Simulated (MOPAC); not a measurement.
MOPAC input (PM7):

```
PM7 PRECISE GNORM=0.05 LET XYZ UHF MS=0.5 GEO-OK AUX(PRECISION=9) THREADS=1
BrF2Ge

F    -1.55402500 1   -1.36231200 1   -0.32154700 1
Ge   -0.75566800 1   -0.00355200 1    0.41921600 1
F    -1.55101600 1    1.37215500 1   -0.29295300 1
Br    1.48933600 1    0.00071700 1   -0.22526900 1
```

Output:

```
 *******************************************************************************
 **                                                                           **
 **                              MOPAC v23.2.5                                **
 **                                                                           **
 *******************************************************************************
 ** MOPAC's Digital Object Identifier: https://doi.org/10.5281/zenodo.6511958 **
 **                                                                           **
 ** Please cite the open-source release paper for use of this MOPAC version:  **
 ** J. E. Moussa and J. J. P. Stewart (2026)                                  **
 ** MOPAC: An open-source semiempirical molecular orbital program             **
 ** J. Open Source Softw., 11(119), 8025, https://doi.org/10.21105/joss.08025 **
 *******************************************************************************

                              PM7 CALCULATION RESULTS

 *******************************************************************************
 *  PM7        - The PM7 Hamiltonian to be used
 *  GEO-OK     - OVERRIDE INTERATOMIC DISTANCE AND OTHER SAFETY CHECKS
 *  UHF        - UNRESTRICTED HARTREE-FOCK CALCULATION
 *  MS=        - IN MECI, MAGNETIC COMPONENT OF SPIN =  0.5
 *  LET        - OVERRIDE SOME SAFETY CHECKS
 *  PRECISE    - TIGHTER CRITERIA TO BE USED
 *  XYZ        - CARTESIAN COORDINATE SYSTEM TO BE USED
 *  GNORM      - EXIT WHEN GRADIENT NORM DROPS BELOW 0.050
 *  AUX        - OUTPUT AUXILIARY INFORMATION
 *******************************************************************************
PM7 PRECISE GNORM=0.05 LET XYZ UHF MS=0.5 GEO-OK AUX(PRECISION=9) THREADS=1
 BrF2Ge

   ATOM   CHEMICAL          X               Y               Z
  NUMBER   SYMBOL      (ANGSTROMS)     (ANGSTROMS)     (ANGSTROMS)

     1       F         -1.55402500  *  -1.36231200  *  -0.32154700  *
     2      Ge         -0.75566800  *  -0.00355200  *   0.41921600  *
     3       F         -1.55101600  *   1.37215500  *  -0.29295300  *
     4      Br          1.48933600  *   0.00071700  *  -0.22526900  *

          CARTESIAN COORDINATES

    NO.       ATOM           X           Y           Z

     1         F         -1.5540     -1.3623     -0.3215
     2        Ge         -0.7557     -0.0036      0.4192
     3         F         -1.5510      1.3722     -0.2930
     4        Br          1.4893      0.0007     -0.2253

 General Reference for PM7:
 "Optimization of Parameters for Semiempirical Methods VI: More Modifications to the
 NDDO Approximations and Re-optimization of Parameters", J. J. P. Stewart, J. Mol. Mod., 1:32, 19 (2013)
 https://link.springer.com/article/10.1007/s00894-012-1667-x

           Empirical Formula: F2 Ge Br  =     4 atoms

      MOLECULAR POINT GROUP   :   Cs

          UHF CALCULATION, NO. OF ALPHA ELECTRONS =   13
                           NO. OF BETA  ELECTRONS =   12

          Geometry optimization using EF

          DIAGONAL MATRIX USED AS START HESSIAN

 CYCLE:     1  GRAD.:   118.083 HEAT: -97.60956
 CYCLE:     2  GRAD.:    83.955 HEAT: -116.9272
 CYCLE:     3  GRAD.:   140.340 HEAT: -123.2733
 CYCLE:     4  GRAD.:    60.464 HEAT: -128.3075
 CYCLE:     5  GRAD.:    24.329 HEAT: -130.9496
 CYCLE:     6  GRAD.:    16.824 HEAT: -131.4678
 CYCLE:     7  GRAD.:     4.499 HEAT: -131.7348
 CYCLE:     8  GRAD.:     3.810 HEAT: -131.8530
 CYCLE:     9  GRAD.:     6.441 HEAT: -131.9670
 CYCLE:    10  GRAD.:    15.406 HEAT: -131.9562
 CYCLE:    11  GRAD.:     4.101 HEAT: -132.0689
 CYCLE:    12  GRAD.:     1.285 HEAT: -132.0753
 CYCLE:    13  GRAD.:     0.607 HEAT: -132.0801
 CYCLE:    14  GRAD.:     0.427 HEAT: -132.0821
 CYCLE:    15  GRAD.:     0.072 HEAT: -132.0824
 CYCLE:    16  GRAD.:     0.572 HEAT: -132.0823
 CYCLE:    17  GRAD.:     0.097 HEAT: -132.0826
 CYCLE:    18  GRAD.:     0.092 HEAT: -132.0826
 CYCLE:    19  GRAD.:     0.036 HEAT: -132.0826

     GRADIENT =  0.03642 IS LESS THAN CUTOFF =  0.05000

 -------------------------------------------------------------------------------
 PM7 PRECISE GNORM=0.05 LET XYZ UHF MS=0.5 GEO-OK AUX(PRECISION=9) THREADS=1
 BrF2Ge

     GEOMETRY OPTIMISED USING EIGENVECTOR FOLLOWING (EF).
     SCF FIELD WAS ACHIEVED

                              PM7 CALCULATION
                                                       MOPAC v23.2.5 Linux

          FINAL HEAT OF FORMATION =       -132.08260 KCAL/MOL =    -552.63359 KJ/MOL

          COSMO AREA              =        106.07 SQUARE ANGSTROMS
          COSMO VOLUME            =         94.43 CUBIC ANGSTROMS

          GRADIENT NORM           =          0.03642          =       0.01821 PER ATOM
          IONIZATION POTENTIAL    =          8.426034 EV
          ALPHA SOMO LUMO (EV)    =         -8.426 -1.520
          BETA  SOMO LUMO (EV)    =        -10.695 -2.388
          NO. OF ALPHA ELECTRONS  =         13
          NO. OF BETA  ELECTRONS  =         12
          MOLECULAR WEIGHT        =        190.4908         POINT GROUP:  C2v

          MOLECULAR DIMENSIONS (Angstroms)

            Atom       Atom       Distance
           Br     4    F     1     3.13422
            F     3    F     1     2.19966
            F     1   Ge     2     0.00063

          SCF CALCULATIONS        =         20

   ATOM   CHEMICAL          X               Y               Z
  NUMBER   SYMBOL      (ANGSTROMS)     (ANGSTROMS)     (ANGSTROMS)

     1       F         -1.45222878  *  -1.18728024  *   0.01778823  *
     2      Ge         -0.81182422  *   0.00099311  *  -0.00850356  *
     3       F         -1.44966297  *   1.18984692  *   0.04163177  *
     4      Br          1.44380244  *  -0.00006708  *  -0.14620616  *

                             CARTESIAN COORDINATES

   1    F       -1.452228780    -1.187280236     0.017788233
   2   Ge       -0.811824215     0.000993113    -0.008503556
   3    F       -1.449662970     1.189846915     0.041631767
   4   Br        1.443802438    -0.000067084    -0.146206163

           Empirical Formula: F2 Ge Br  =     4 atoms

      MOLECULAR POINT GROUP   :   C2v

          ALPHA EIGENVALUES
 -41.36196 -40.73211 -26.00185 -20.68919 -17.62672 -16.83398 -16.21142 -16.10583
 -14.57703 -11.72168 -11.16452 -10.74860  -8.42603  -1.51962  -1.36518   0.20582
 256.75492 256.78889 256.86906 257.21027 257.21854

           BETA EIGENVALUES
 -41.24005 -40.59978 -25.94195 -20.47077 -17.18970 -16.86612 -16.26736 -15.85177
 -14.68196 -11.74457 -10.75562 -10.69500  -2.38774  -1.19184  -1.11211   0.52114
 256.70677 256.73995 256.91678 257.47923 257.49324

              NET ATOMIC CHARGES AND DIPOLE CONTRIBUTIONS

  ATOM NO.   TYPE          CHARGE      No. of ELECS.   s-Pop       p-Pop       d-Pop
    1          F          -0.373443        7.3734     1.90980     5.46364
    2         Ge           0.853685        3.1463     0.93519     2.21113
    3          F          -0.373437        7.3734     1.90980     5.46364
    4         Br          -0.106806        7.1068     1.91188     5.19292     0.00201
 DIPOLE           X         Y         Z       TOTAL
 POINT-CHG.     1.136    -0.000    -0.066     1.138
 HYBRID        -0.812     0.000     0.048     0.814
 SUM            0.323    -0.000    -0.018     0.324

          ATOMIC ORBITAL ELECTRON POPULATIONS

     Atom    s        px        py        pz      x^2-y^2     xz        z^2       yz        xy
    1  F   1.90980   1.85358   1.67169   1.93837
    2 Ge   0.93519   0.65940   0.36504   1.18669
    3  F   1.90980   1.85415   1.67144   1.93805
    4 Br   1.91188   1.33835   1.92301   1.93156   0.00093   0.00043   0.00033   0.00000   0.00032

                    (SZ)    =    0.500000
                    (S**2)  =    0.752227

          ATOMIC ORBITAL SPIN POPULATIONS

    Atom   Total    s     px     py     pz   x^2-y^2  xz     z^2    yz     xy
         Atomic
    1  F  0.0482  0.001 -0.003 -0.011  0.061
    2 Ge  0.8731  0.026  0.028  0.012  0.808
    3  F  0.0482  0.001 -0.003 -0.011  0.061
    4 Br  0.0304  0.001 -0.033 -0.004  0.066  0.000  0.000  0.000  0.000  0.000

 **********************
 *                    *
 * JOB ENDED NORMALLY *
 *                    *
 **********************

 == MOPAC DONE ==
```

The geometry given is a B3LYP-D3(BJ)/def2-TZVP minimum.
